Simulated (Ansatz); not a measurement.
H2BS, SMILES `[BH-]S` (lower singlet; H–B–S–H torsion 0°) (charge -1, multiplicity 1). This singlet lies 0.68 eV below the relaxed triplet at the level composite: frozen-core CCSD(T) with HF/aug-cc-pVQZ and the correlation energy extrapolated as X^-3 from aug-cc-pVTZ and aug-cc-pVQZ, plus CCSDT(Q) minus CCSD(T) in aug-cc-pVDZ // PBE0-D3(BJ)/def2-TZVPD (Ansatz, an electronic-structure program).

Z-matrix (Å, degrees):
```
S
H 1 1.4058
B 1 1.7907 2 113.11
H 3 1.2208 1 110.76 2 -0.02
```
Charge -1, spin multiplicity 1.

Frozen-core energies in aug-cc-pVTZ from Ansatz at a geometry from PBE0-D3(BJ)/def2-TZVPD; the HF reference has <S^2> = 0.00 (restricted, and unstable towards unrestricted orbitals) and the T1 diagnostic is 0.023.

```csv
level,energy (Ha),difference from CCSDT(Q) (mHa)
HF,-423.33483,353.15
MP2,-423.63793,50.05
CCSD,-423.66809,19.89
CCSD(T),-423.68561,2.37
CCSDT,-423.68678,1.20
CCSDT(Q),-423.68798,0.00
```
